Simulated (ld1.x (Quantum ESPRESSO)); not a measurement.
# Au (Z = 79): RRKJ pseudisation with LDA (PZ), scalar-relativistic reference atom.

ld1.x (Quantum ESPRESSO) 7.5 input, shortened:

```
&input
   title='Au', zed=79., rel=1, dft='PZ', iswitch=3,
   config='[Xe] 4f14 5d9 6s2 6p0'
 /
 &inputp
   pseudotype=2, tm=.false., rho0=0.001, lloc=-1, rcloc=0.65,
   nlcc=.true.
 /
4
5S  1  0   2.00   0.00  1.45  1.45  0.0
5P  2  1   6.00   0.00  1.75  1.75  0.0
5D  3  2   9.00   0.00  1.70  1.70  0.0
4F  4  3  14.00   0.00  0.80  0.80  0.0
 &test
   configts(1)='4f14 5s2 5p6 5d9 6s2 6p0'
 /
```

Occupied shells without a wave of their own: 6s. They enter only through the test configuration that unscreens the potential, and ld1.x also counts them in the model core charge.

All-electron outer shells of the reference configuration (LDA (PZ), scalar-relativistic, ld1.x):

```json
{"shell": "4p", "level (eV)": "-548.76", "outermost node (bohr)": "0.22", "outermost maximum (bohr)": "0.40"}
{"shell": "4d", "level (eV)": "-328.87", "outermost node (bohr)": "0.20", "outermost maximum (bohr)": "0.41"}
{"shell": "5s", "level (eV)": "-111.65", "outermost node (bohr)": "0.48", "outermost maximum (bohr)": "0.84"}
{"shell": "4f", "level (eV)": "-84.58", "outermost node (bohr)": "–", "outermost maximum (bohr)": "0.37"}
{"shell": "5p", "level (eV)": "-62.77", "outermost node (bohr)": "0.52", "outermost maximum (bohr)": "0.94"}
{"shell": "5d", "level (eV)": "-9.16", "outermost node (bohr)": "0.56", "outermost maximum (bohr)": "1.20"}
{"shell": "6s", "level (eV)": "-6.96", "outermost node (bohr)": "1.11", "outermost maximum (bohr)": "2.27"}
{"shell": "6p", "level (eV)": "-1.25", "outermost node (bohr)": "1.31", "outermost maximum (bohr)": "3.30"}
```

**Question.** Is a potential produced?

**Answer.** No. ld1.x (Quantum ESPRESSO) 7.5 stopped with "run_pseudo: Errors in PS-KS equation": the pseudo-atom solver did not find the valence states with the expected number of nodes, which is the usual sign of a ghost state. Before that it printed "Warning: n=2, l=0 expected 1 nodes, found 2".
